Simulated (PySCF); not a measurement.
Radial density of Zn²⁺ (zinc, charge +2)

BHandHLYP, [Ar] 3d9 4p1, one real determinant (an excited configuration). Calculation: PySCF 2.14, in aug-cc-pVQZ-DK (9s8p6d4f3g2h, 140 functions); the spin-free X2C one-electron Hamiltonian (Gaussian nucleus).

| r (bohr) | 4πr²ρ (e/bohr) | 4πr²(ρα − ρβ) |
| --- | --- | --- |
| 0.000858 | 0.2699 | 0.0000 |
| 0.00144 | 0.6716 | 0.0000 |
| 0.00243 | 1.636 | 0.0000 |
| 0.00408 | 3.858 | 0.0000 |
| 0.00687 | 8.581 | 0.0000 |
| 0.0116 | 17.24 | 0.0001 |
| 0.0194 | 29.03 | 0.0006 |
| 0.0327 | 36.61 | 0.0032 |
| 0.0550 | 32.03 | 0.0131 |
| 0.0925 | 30.99 | 0.0416 |
| 0.156 | 42.06 | 0.1227 |
| 0.262 | 26.57 | 0.4748 |
| 0.440 | 21.50 | 1.2111 |
| 0.740 | 20.50 | 1.0828 |
| 1.25 | 5.200 | 0.4641 |
| 2.09 | 0.8840 | 0.5147 |
| 3.52 | 0.1949 | 0.1893 |
| 5.92 | 0.005632 | 0.0056 |

Densities and radii are taken from the X2C orbitals without a picture-change correction, which distorts them close to the nucleus.

⟨L²⟩ = 8.01 against 12 for a pure F term, so this real determinant mixes terms.
